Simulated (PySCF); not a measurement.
## A small benchmark: bond length Re of diatomics

PBE0, MP2, CCSD(T) in PySCF with def2-SVPD on every atom (core potentials on I, Cs, Tl), for the lowest determinant that a PBE0 search found; no spin–orbit coupling. Measured values: Huber and Herzberg, Constants of Diatomic Molecules (1979).

| molecule | measured (Å) | PBE0 | MP2 | CCSD(T) |
| --- | --- | --- | --- | --- |
| Cl2 | 1.9879 | 2.029 | 2.053 | 2.082 |
| S2 | 1.8892 | 1.908 | 1.929 | 1.934 |
| CS | 1.534941 | 1.537 | 1.546 | 1.554 |
| AlI | 2.537102 | 2.560 | 2.563 | 2.565 |
| P2 | 1.8934 | 1.892 | 1.934 | 1.925 |
| BH | 1.2324 | 1.249 | 1.235 | 1.243 |
| CsCl | 2.906272 | 2.988 | 3.049 | 3.054 |
| TlF | 2.084438 | 2.132 | 2.132 | 2.135 |

**Question.** Give the mean signed and mean absolute error of each level in pm, and name the best.

**Answer.** PBE0 +2.9 and 2.9; MP2 +4.7 and 4.7; CCSD(T) +5.3 and 5.3. On this set PBE0 is closest. CCSD(T) and MP2 converge slowly with the basis and look worse in a small one than at the limit.

**Question.** Which molecule does MP2 miss most?

**Answer.** CsCl, by +14.3 pm.

The molecules are drawn from runs that passed checks on state, spin purity and fit, so the hardest cases are missing and the errors look smaller than over all diatomics.

Correlated steps freeze the inner cores (1 to 10 orbitals); shallow outer-core shells are correlated. These are scalar-relativistic numbers at best; spin–orbit coupling would shift them, the dissociation energy most. The CCSD T1 diagnostic is raised in CS, a sign that a single reference may not be enough there. States were picked by a PBE0 search and need not be the measured ground states.
